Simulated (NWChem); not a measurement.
# CH5ClOSi; SMILES OC[SiH2]Cl

```xyz
9

O      0.9403    -1.9735     0.2679
C     -0.1814    -1.4996    -0.4797
Si    -0.8566     0.1629     0.1502
Cl     0.4998     1.7038    -0.1840
H      0.6423    -2.1628     1.1711
H     -1.0001    -2.2409    -0.5102
H      0.1686    -1.3885    -1.5116
H     -2.1266     0.5188    -0.5359
H     -1.0789     0.0747     1.6172
```
Atoms are numbered in this order, from 1.

Results from NWChem. Geometry optimised at B3LYP/6-31G*; all other runs use it. Pople sets run with spherical d functions. Vzz has the sign of the potential's second derivative.

```tsv
quantity	level	value
orbital gap (eV)	MN15-L/def2-TZVP	?
charge (e), Mulliken Cl4	Hartree-Fock/6-31G*	?
−ε(HOMO) (eV)	LRC-wPBEh/6-31G*	9.37
Vzz Cl4 (a.u.)	B3LYP/6-31G*	2.113
dipole (D)	B3LYP/6-31G*	2.95
highest harmonic frequency (cm⁻¹)	B3LYP/6-31G*	?
```

Task: What belongs in the gaps?

Result: 
- orbital gap (eV), value: 6.55
- charge (e), Mulliken Cl4, value: -0.37
- highest harmonic frequency (cm⁻¹), value: 3741
